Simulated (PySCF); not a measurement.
W(NH)(S)(Cl)(Me) (CH4ClNSW), SMILES [CH3][W](=[NH])(=[S])[Cl], multiplicity 1. Geometry optimised at PBE-D3(BJ)/def2-SVP. The spin state was assumed, not searched. The structure was generated by enumeration; whether it is a known compound was not checked. The def2 effective core potentials stand for the cores of W; spin–orbit coupling is left out.

Computed equilibrium geometry at PBE-D3(BJ)/def2-SVP (PySCF confirms it by a frequency run) as a Z-matrix:
```
W
N 1 1.7542
H 2 1.0256 1 153.77
C 1 2.1071 2 102.43 3 -118.01
H 4 1.1080 1 113.35 2 56.73
H 4 1.1112 5 108.87 1 -121.29
H 4 1.1126 5 108.29 6 -119.47
S 1 2.1498 2 109.71 3 -7.10
Cl 1 2.3014 2 111.82 3 121.38
```
Charge 0, spin multiplicity 1.
